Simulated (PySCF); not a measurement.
Predicted microwave data (PBE0-D3(BJ)/def2-SVP geometry optimisation, gas phase in PySCF) for one isomer of C9H8:

```
Rotational constants : A = 4230, B = 1327, C = 1327 MHz
Dipole components    : |μa| = 0.00 D, |μb| = 0.00 D, |μc| = 0.00 D
Inertial defect      : -119.45 u·Å²
κ                    : -1.00
```

Question: Which candidate fits, each taken in the one conformer that was computed?
A. `[CH:1]#[C:2]/[CH:3]=[C:4](\[C:5]#[CH:6])[C:7](=[CH2:8])[CH3:9]` with C3–C4–C7–C8 180°
B. `C#CC1=C[C@H]2C=C[C@@H]1C2`
C. `C1=CC2(C=C1)C=CC=C2`

Answer: C. It is C1=CC2(C=C1)C=CC=C2, a prolate symmetric top, point group D2d. The candidates at the same level (rigid rotor, commonest isotopes):

| SMILES | A (MHz) | B (MHz) | C (MHz) | μa (D) | μb (D) | μc (D) | Δ (u·Å²) | point group | rotor |
| --- | --- | --- | --- | --- | --- | --- | --- | --- | --- |
| C#CC1=C[C@H]2C=C[C@@H]1C2 | 3859 | 1310 | 1235 | 0.75 | 0.06 | 0.01 | -107.38 | C1 | near-prolate asymmetric top |
| C1=CC2(C=C1)C=CC=C2 | 4230 | 1327 | 1327 | 0.00 | 0.00 | 0.00 | -119.45 | D2d | prolate symmetric top |
| C#C/C=C(\C#C)C(=C)C | 2509 | 1207 | 819.4 | 0.54 | 0.21 | 0.00 | -3.17 | Cs | asymmetric top |

`C#CC1=C[C@H]2C=C[C@@H]1C2` has A 9 % too low; `C#C/C=C(\C#C)C(=C)C` has A 41 % too low. No structure here is proved a minimum.
